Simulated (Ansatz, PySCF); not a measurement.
F2H2NOTa, SMILES [NH]=[Ta]([OH])([F])[F], multiplicity 1. Atoms are numbered in the order given.

```xyz
7

Ta     0.0590    -0.0446     0.0000
N      0.1807     1.7210     0.0000
H      0.2841     2.7291     0.0000
F      0.8927    -0.7004     1.5740
F      0.8927    -0.7004    -1.5740
O     -1.7863    -0.5145     0.0000
H     -2.6111    -0.0149     0.0000
```
Charge 0, spin multiplicity 1.

The structure is a stationary point at B3LYP-D3(BJ)/def2-SVP. The multiplicity is an assumed one; no other spin state was optimised. The structure was generated by enumeration; whether it is a known compound was not checked. The def2 effective core potentials stand for the cores of Ta; spin–orbit coupling is left out. The values are those of a single conformer.

Two levels are set side by side: PBE-D3(BJ)/def2-SVP (Ansatz, a first-principles code) and B3LYP-D3(BJ)/def2-SVP (Ansatz). Each level has its own optimised geometry; the coordinates shown are those of the second. Frequencies come from the Hessian of PySCF at each geometry. Differences are taken from unrounded values.

```tsv
quantity	B3LYP-D3(BJ)
mean bond length (Å)	1.575
bond Ta1–N2 (Å)	1.770
bond Ta1–F4 (Å)	1.898
bond Ta1–F5 (Å)	1.898
bond Ta1–O6 (Å)	1.904
bond N2–H3 (Å)	1.013
bond O6–H7 (Å)	0.964
highest harmonic wavenumber (cm⁻¹)	3886
mean harmonic wavenumber (cm⁻¹)	917
zero-point energy (kcal/mol)	19.66
```

Problem. What does PBE-D3(BJ) give, and how far is it from B3LYP-D3(BJ)? (The exact figures need the calculation; the answer reports its results.)

Solution. 
```json
[
 {"quantity": "mean bond length (Å)", "PBE-D3(BJ)": "1.581", "PBE-D3(BJ) minus B3LYP-D3(BJ)": "0.006"},
 {"quantity": "bond Ta1–N2 (Å)", "PBE-D3(BJ)": "1.776", "PBE-D3(BJ) minus B3LYP-D3(BJ)": "0.006"},
 {"quantity": "bond Ta1–F4 (Å)", "PBE-D3(BJ)": "1.902", "PBE-D3(BJ) minus B3LYP-D3(BJ)": "0.004"},
 {"quantity": "bond Ta1–F5 (Å)", "PBE-D3(BJ)": "1.902", "PBE-D3(BJ) minus B3LYP-D3(BJ)": "0.004"},
 {"quantity": "bond Ta1–O6 (Å)", "PBE-D3(BJ)": "1.911", "PBE-D3(BJ) minus B3LYP-D3(BJ)": "0.007"},
 {"quantity": "bond N2–H3 (Å)", "PBE-D3(BJ)": "1.020", "PBE-D3(BJ) minus B3LYP-D3(BJ)": "0.007"},
 {"quantity": "bond O6–H7 (Å)", "PBE-D3(BJ)": "0.972", "PBE-D3(BJ) minus B3LYP-D3(BJ)": "0.008"},
 {"quantity": "highest harmonic wavenumber (cm⁻¹)", "PBE-D3(BJ)": "3781", "PBE-D3(BJ) minus B3LYP-D3(BJ)": "-105"},
 {"quantity": "mean harmonic wavenumber (cm⁻¹)", "PBE-D3(BJ)": "894", "PBE-D3(BJ) minus B3LYP-D3(BJ)": "-23"},
 {"quantity": "zero-point energy (kcal/mol)", "PBE-D3(BJ)": "19.17", "PBE-D3(BJ) minus B3LYP-D3(BJ)": "-0.48"}
]
```

Exact exchange shortens and stiffens bonds; PBE has none. Differences between two approximate levels are no errors against the true value.
